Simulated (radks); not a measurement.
Results of a calculation; reference values are marked as such.
How relativity changes the ionisation of neutral phosphorus ([Ne] 3s2 3p3) to P+ ([Ne] 3s2 3p2). Spin-unpolarised spherical Kohn-Sham, PBE, point nucleus unless stated (finite: rms radius 3.1889 fm), a radial shooting solver on a logarithmic mesh with Libxc functionals. A level marked "c x" has the speed of light scaled by that factor and shares open shells by 2j + 1; other Dirac levels either fill j = l - 1/2 first or share by 2j + 1.

non-rel.: E(P) (hartree) -341.04698; E(P+) (hartree) -340.68898; IE (eV) 9.742; HOMO 3p; <r> HOMO (bohr) 2.372
scalar-rel.: E(P) (hartree) -341.90216; E(P+) (hartree) -341.54461; IE (eV) 9.730; HOMO 3p; <r> HOMO (bohr) 2.373
scalar-rel., finite nucleus: E(P) (hartree) -341.90189; E(P+) (hartree) -341.54434; IE (eV) 9.730; HOMO 3p; <r> HOMO (bohr) 2.373
Dirac, 2j+1 shares: E(P) (hartree) -341.90278; E(P+) (hartree) -341.54522; IE (eV) 9.730; HOMO 3p3/2; <r> HOMO (bohr) 2.376
Dirac, low j first: E(P) (hartree) -341.90474; E(P+) (hartree) -341.54844; IE (eV) 9.696; HOMO 3p3/2; <r> HOMO (bohr) 2.377
Dirac, 2j+1 shares, finite nucleus: E(P) (hartree) -341.90250; E(P+) (hartree) -341.54494; IE (eV) 9.730; HOMO 3p3/2; <r> HOMO (bohr) 2.376
Dirac, c x 0.75: E(P) (hartree) -342.57546; E(P+) (hartree) -342.21825; IE (eV) 9.720; HOMO 3p3/2; <r> HOMO (bohr) 2.379
Dirac, c x 3: E(P) (hartree) -341.14157; E(P+) (hartree) -340.78362; IE (eV) 9.740; HOMO 3p3/2; <r> HOMO (bohr) 2.373
Dirac, c x 100: E(P) (hartree) -341.04707; E(P+) (hartree) -340.68907; IE (eV) 9.742; HOMO 3p3/2; <r> HOMO (bohr) 2.372

NIST Atomic Spectra Database: 10.487 eV (measured). The relativistic part of the total energy of P is -0.8555 hartree (Dirac, 2j+1 shares, finite nucleus), 0.25 % of the non-relativistic value. Spin polarisation and multiplet splitting of open shells are left out at every level.

Beside tabulated values, note that spin-unpolarised runs miss the spin-polarisation part of the exchange energy of open shells.
